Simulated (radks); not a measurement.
The numbers below are computed, except where a source is named.
The zirconium ion Zr3+, 37 electrons, occupied as [Kr] 4d1. Level of theory: scalar-relativistic Kohn-Sham, exchange-only PBE, spin-polarised, spherical densities, finite nucleus; open shells are filled with parallel spins first (spin-orbit coupling, left out, can overturn this in heavy ions); Fermi nuclear charge, rms radius 4.2694 fm (a radial shooting solver on a logarithmic mesh with Libxc functionals).

Normalised radial functions P(r) = r R(r), r in bohr:

```
   r/bohr * 3d down, o 4d up, + 4d down (the largest magnitude, 1.48, reaches the edge; | marks zero, & curves that meet)
 0.001444                             &
 0.001911                             &
 0.002528                             &
 0.003372                             &
 0.004462                             &
 0.005951                             &
 0.007874                             &
  0.01042                             &
   0.0139                             &
  0.01839                             &
  0.02433                             &
  0.03245                             &*
  0.04293                             &*
   0.0568                             |&*
  0.07576                             |&  *
   0.1002                             | &    *
   0.1337                             |  &        *
   0.1769                             |    &            *
   0.2341                             |     &                *
   0.3122                             |     &                    *
   0.4131                             |    &                    *
   0.5465                             |&                    *
    0.729                        &    |             *
   0.9645                   &         |      *
    1.276               &             |  *
    1.702               &             |*
    2.252                  &          *
    3.004                      &      *
    3.974                          &  *
    5.259                            &*
    7.014                             &
     9.28                             &
```

3d down: eigenvalue -200.98 eV, 0 radial nodes, <r> = 0.452 bohr, 90 % of the charge inside 0.728 bohr. 4d up: eigenvalue -27.658 eV, 1 radial node at r = 0.579 bohr, <r> = 1.87 bohr, 90 % of the charge inside 2.89 bohr. 4d down (empty): eigenvalue -26.663 eV, 1 radial node at r = 0.578 bohr, <r> = 1.87 bohr, 90 % of the charge inside 2.89 bohr.
